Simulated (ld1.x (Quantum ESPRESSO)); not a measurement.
Which change was made? (Er, TM)

- Element: Er
- Generator: ld1.x (Quantum ESPRESSO) 7.5
- Type: norm-conserving Troullier–Martins (Kleinman–Bylander form)
- Functional: PBEsol
- Relativity: scalar-relativistic
- Frozen core: [Kr] 4d10
- Valence charge: 22
- Reference configuration: 4f12 5s2 5p6 5d0 6s1 6p0 (charge +1)
- Partial waves: 5s (bound): rc 1.75 bohr; 5p (bound): rc 1.80 bohr; 5d (bound, empty): rc 3.55 bohr; 4f (bound): rc 1.00 bohr
- Local potential: all-electron potential smoothed inside 2.95 bohr (lloc = -2)
- Core correction: none

Occupied shells without a wave of their own: 6s. They enter only through the test configuration that unscreens the potential.

Cutoffs, loose and tight: the cutoffs (Ry, on a coarse ladder) from which the occupation-weighted sum of valence levels, in a spherical-Bessel basis at the reference potential, stays within 10 and 1 mRy of its value at 400 Ry. They do not see the model core or the augmentation charge, which bear on the density cutoff. Test errors are all-electron minus pseudo excitation energies from the reference, over the configurations 4f12 5s2 5p6 5d0 6s2 6p0; 4f12 5s2 5p6 5d0 6s0 6p0; 4f11 5s2 5p6 5d0 6s0 6p0; 4f12 5s1 5p6 5d0 6s2 6p0; 4f12 5s2 5p6 5d1 6s1 6p0; 4f12 5s2 5p6 5d0.5 6s1.5 6p0; 4f12 5s2 5p5 5d0 6s2 6p0; variants that change the core or the reference have their own tests. The largest error is taken over the tests solved by every variant that gives reliable tests at all, those not shown here included: 4f11 5s2 5p6 5d0 6s0 6p0; 4f12 5s1 5p6 5d0 6s2 6p0; 4f12 5s2 5p5 5d0 6s2 6p0; 4f12 5s2 5p6 5d0 6s0 6p0.

The base gives: outcome: generated, misses its reference levels by 0.67 eV; cutoff, loose: over 300 Ry; cutoff, tight: over 300 Ry; bound ghosts: none; largest test error (meV): -1020.

**Question.** After one change the result is: outcome: generated, misses its reference levels by 0.86 eV; cutoff, loose: over 300 Ry; cutoff, tight: over 300 Ry; bound ghosts: none; largest test error (meV): -1297. Which change was it?
A. local potential all-electron potential smoothed inside 2.48 bohr (lloc = -2)
B. local potential all-electron potential smoothed inside 3.42 bohr (lloc = -2)
C. local potential all-electron potential smoothed inside 3.12 bohr (lloc = -2)

**Answer.** C. The others give: local potential all-electron potential smoothed inside 3.42 bohr (lloc = -2) → outcome: generated, misses its reference levels by 1.30 eV; cutoff, loose: over 300 Ry; cutoff, tight: over 300 Ry; bound ghosts: none; largest test error (meV): -1933 | local potential all-electron potential smoothed inside 2.48 bohr (lloc = -2) → outcome: generated; cutoff, loose: over 300 Ry; cutoff, tight: over 300 Ry; bound ghosts: none; largest test error (meV): -276.
